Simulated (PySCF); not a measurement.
iodoethane (C₂H₅I), SMILES CCI.

Geometry optimised at PBE0-D3(BJ)/def2-SVP. The def2 effective core potentials stand for the cores of I; spin–orbit coupling is left out.

Method: PySCF with PBE/def2-TZVPD.

Symmetry labels are those of the subgroup Cs that the program uses (full group Cs).

Computed valence orbital energies around the gap with their symmetry:
```json
[
 {"orbital": "HOMO−7", "symmetry": "A'", "energy (eV)": "-15.02"},
 {"orbital": "HOMO−6", "symmetry": "A\"", "energy (eV)": "-11.51"},
 {"orbital": "HOMO−5", "symmetry": "A'", "energy (eV)": "-10.76"},
 {"orbital": "HOMO−4", "symmetry": "A'", "energy (eV)": "-9.87"},
 {"orbital": "HOMO−3", "symmetry": "A\"", "energy (eV)": "-8.96"},
 {"orbital": "HOMO−2", "symmetry": "A'", "energy (eV)": "-8.13"},
 {"orbital": "HOMO−1", "symmetry": "A'", "energy (eV)": "-6.12"},
 {"orbital": "HOMO", "symmetry": "A\"", "energy (eV)": "-6.08"},
 {"orbital": "LUMO", "symmetry": "A'", "energy (eV)": "-1.78"},
 {"orbital": "LUMO+1", "symmetry": "A'", "energy (eV)": "-0.25"},
 {"orbital": "LUMO+2", "symmetry": "A'", "energy (eV)": "0.28"},
 {"orbital": "LUMO+3", "symmetry": "A\"", "energy (eV)": "0.40"}
]
```
